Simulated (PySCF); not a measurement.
# Hartree-Fock beside MP2: AlCl2HO

Calculated results; nothing here was measured. The program is PySCF 2.14.0, an open-source quantum chemistry code, run on an isolated molecule that a program drew, which may never have been made. The molecule is AlCl2HO (charge 0, singlet), drawn as the SMILES string `[OH][Al]([Cl])[Cl]`.

The geometry was optimised and harmonic frequencies were computed with HF and MP2, all in the cc-pV(D+d)Z basis, for the commonest isotopes, with a restricted reference for singlets and an unrestricted one otherwise, and a frozen core in MP2. Each result is a local minimum of its method.

Geometry at the HF minimum:
```xyz
5
AlCl2HO, angstrom
O     0.5899   -0.1698    2.2136
Al   -0.8286    0.5437    1.7075
Cl   -0.7546    2.4286    0.8252
Cl   -2.6715   -0.4164    1.9418
H     0.7276   -1.0066    2.6255
```

Lengths of the bonds as drawn, in Å (atoms numbered as above):
```
   bond     HF    MP2
 O1-Al2  1.667  1.695
Al2-Cl3  2.083  2.084
Al2-Cl4  2.091  2.093
  O1-H5  0.943  0.964
```

Rotational constants, in GHz:
| constant | HF | MP2 |
|---|---|---|
| A | 4.623 | 4.574 |
| B | 2.216 | 2.205 |
| C | 1.498 | 1.488 |

Harmonic frequencies in cm^-1, each column in rising order, so a row needn't be the same motion in every method:
```
rank    HF   MP2
   1   162   157
   2   210   199
   3   250   241
   4   380   369
   5   447   440
   6   562   593
   7   646     ?
   8   948   904
   9  4224  3925
```

**Estimate the missing MP2 frequency from the HF column.**

A single factor s that minimises the squared misfit of MP2 against s times HF over the other rows is sum(HF x MP2) / sum(HF^2) = 0.9335, with an rms misfit of 28 cm^-1. For rank 7 it gives 0.9335 x 646 = 603 cm^-1. The calculation gives 669 cm^-1, 66 cm^-1 above the estimate. The drawn bonds are on average 1.0 % longer in MP2 than in HF.
